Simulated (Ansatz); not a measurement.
Reaction (formal exchange of groups at the Si–Si bond): `O[SiH2][SiH2][SiH3]` + `C=CC(=S)OC` → `COC([SiH3])=S` + `C=C[SiH2][SiH2]O`

Calculated with Ansatz (gas phase, PBE0-D4/def2-TZVP geometries, no zero-point term in ΔE). CCSD(T)/CBS is the MP2 limit (def2-TZVPP, def2-QZVPP) plus CCSD(T) − MP2 in def2-TZVPP, frozen cores. Functionals use def2-TZVPP. One conformer a species, not always the lowest.

```
          level  ΔE (kJ/mol)
        ωB97M-V         42.5
CCSD/def2-TZVPP         46.6
```

Task: What does CCSD(T)/CBS give? (Estimate.)

Result: Ansatz gave: +45.0 kJ/mol. The listed levels differ from it by -2.5, 1.6 kJ/mol.

Largest T1 diagnostic among the species: 0.017.

CCSD(T)/CBS has its own doubt, a few kJ/mol and more with outer-core shells, so smaller differences from it don't rank the levels.
